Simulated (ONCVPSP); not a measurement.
# What one change does to a pseudopotential (phosphorus, ONCV)

| Item | Value |
| --- | --- |
| Element | P (Z = 15) |
| Generator | ONCVPSP 4.0.1 |
| Type | optimised norm-conserving Vanderbilt (ONCV) |
| Functional | LDA (Perdew-Zunger) |
| Relativity | scalar-relativistic |
| Frozen core | [He] |
| Valence charge | 13 |
| Reference configuration | 2s2 2p6 3s2 3p3 |
| Partial waves | 2s+3s: rc 0.75 bohr, ncon 5, nbas 8, qcut 18.8 1/bohr, 2 projectors; 2p+3p: rc 0.95 bohr, ncon 3, nbas 6, qcut 17.7 1/bohr, 2 projectors; d scattering state at 0.02 Ha: rc 0.85 bohr, ncon 3, nbas 8, qcut 12.8 1/bohr, 1 projector |
| Local potential | polynomial inside 0.70 bohr (lpopt 5, dvloc0 -1 Ha) |
| Core correction | none |

All-electron outer shells of the reference configuration (LDA (Perdew-Zunger), scalar-relativistic, ld1.x):

```json
{"shell": "1s", "level (eV)": "-2076.07", "outermost node (bohr)": "–", "outermost maximum (bohr)": "0.07"}
{"shell": "2s", "level (eV)": "-173.14", "outermost node (bohr)": "0.14", "outermost maximum (bohr)": "0.42"}
{"shell": "2p", "level (eV)": "-124.52", "outermost node (bohr)": "–", "outermost maximum (bohr)": "0.35"}
{"shell": "3s", "level (eV)": "-14.02", "outermost node (bohr)": "0.66", "outermost maximum (bohr)": "1.56"}
{"shell": "3p", "level (eV)": "-5.60", "outermost node (bohr)": "0.64", "outermost maximum (bohr)": "1.83"}
```

Change: all radii scaled by about 1.15 (s 0.86, p 1.10, d 0.98 bohr); local potential polynomial inside 0.80 bohr (lpopt 5, dvloc0 -1 Ha).

Cutoffs: the cutoffs (Ha) at which the residual kinetic energy of the hardest occupied pseudo-wave falls to 1 and 0.1 mHa per electron; they do not see the model core or the augmentation charge, which bear on the density cutoff. Errors are all-electron minus pseudo energies relative to the spin-unpolarised reference configuration.

Problem. How do hardness, ghosts and transferability respond?

Solution. The potential gets softer (123 Ha and 146 Ha → 106 Ha and 128 Ha); the errors of the 4 common tests hardly move; neither file shows a bound ghost. A larger radius leaves more room for a smooth pseudo-wave, so fewer plane waves are needed.

| quantity | base | changed |
| --- | --- | --- |
| cutoff, loose | 123 Ha | 106 Ha |
| cutoff, tight | 146 Ha | 128 Ha |
| loose cutoff by channel | s 123 Ha, p 98 Ha | s 106 Ha, p 77 Ha |
| bound ghosts | none | none |
| GHOST(+) flags under 300 eV | none | none |
| error for 2s2 2p6 3s2 3p2, meV [ΔE 9.82 eV] | +0.3 | +0.2 |
| error for 2s2 2p6 3s2 3p1, meV [ΔE 29.07 eV] | +2.4 | +2.3 |
| error for 2s2 2p6 3s2 3p0, meV [ΔE 58.96 eV] | +9.2 | +9.9 |
| error for 2s2 2p6 3s1 3p3, meV [ΔE 18.89 eV] | -0.7 | -0.7 |
